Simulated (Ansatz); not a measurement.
Reaction (isomerisation): `C[SiH2][Zn][F]` → `F[CH]([SiH3])[ZnH]`

Isolated molecules relaxed with PBE0-D4/def2-TZVP in Ansatz; ΔE leaves out vibrations. CCSD(T)/CBS adds triple-zeta CCSD(T) − MP2 to the extrapolated MP2 energy (def2 sets, frozen cores). Functionals use def2-TZVPP. HSE06 is defined as in plane-wave codes. For Zn outer-core shells are correlated without core-valence functions, which leaves a few kJ/mol of doubt a bond. Scalar relativity is left out up to krypton. Each species was taken in one conformer, which may not be the lowest.

`C[SiH2][Zn][F]`:

Cartesian coordinates in Å:
```
C 1.383 0.090 -0.190
Si -0.362 0.598 0.291
Zn -1.948 -1.080 -0.102
F -3.138 -2.348 -0.402
H 1.442 -0.150 -1.253
H 2.081 0.905 0.015
H 1.707 -0.787 0.375
H -0.762 1.815 -0.471
H -0.404 0.958 1.737
```

`F[CH]([SiH3])[ZnH]`:

```xyz
9

F    -0.275    1.867    0.511
C    -0.512    0.601   -0.077
Si    1.109   -0.168   -0.631
Zn   -1.506   -0.501    1.227
H    -1.143    0.770   -0.960
H     1.983   -0.453    0.539
H     0.756   -1.461   -1.285
H     1.865    0.681   -1.592
H    -2.276   -1.335    2.268
```

| level | ΔE (eV) | difference from CCSD(T)/CBS |
| --- | --- | --- |
| r2SCAN0-D4 | 2.65 | -0.04 |
| ωB97M-V | 2.54 | -0.15 |
| B2PLYP | 2.62 | -0.07 |
| PBE | 2.59 | -0.10 |
| BLYP | 2.56 | -0.13 |
| r2SCAN0 | 2.65 | -0.04 |
| HSE06 | 2.62 | -0.07 |
| LC-ωPBE | 2.61 | -0.08 |
| RPA@PBE/def2-TZVPP | 2.38 | -0.31 |
| HF/def2-SVP | 2.57 | -0.12 |
| CCSD/def2-SVP | 2.55 | -0.14 |
| SCS-MP2/def2-TZVPP | 2.58 | -0.11 |
| CCSD/def2-TZVPP | 2.57 | -0.12 |
| HF/def2-QZVPP | 2.66 | -0.03 |
| MP2/CBS(def2) | 2.79 | 0.10 |
| CCSD/CBS(def2) | 2.71 | 0.02 |
| CCSD(T)/CBS | 2.69 | 0 |

Largest T1 diagnostic among the species: 0.015.

At CCSD(T), def2-SVP lies −0.18 eV from the extrapolated value and def2-TZVPP −0.14 eV. From BLYP to BHLYP (50 % exact exchange), in def2-TZVPP and without D4, ΔE moves by +0.05 eV. The D4 term adds −0.04 eV with B3LYP and −0.02 eV with PBE0; it sums over pairs of atoms, weighted by their polarisabilities, and B3LYP, whose exchange is more repulsive, gets the larger term.

CCSD(T)/CBS has its own doubt, a few kJ/mol and more with outer-core shells, so smaller differences from it don't rank the levels.

B3LYP here is the variant with VWN-RPA as its local correlation; programs differ in this.
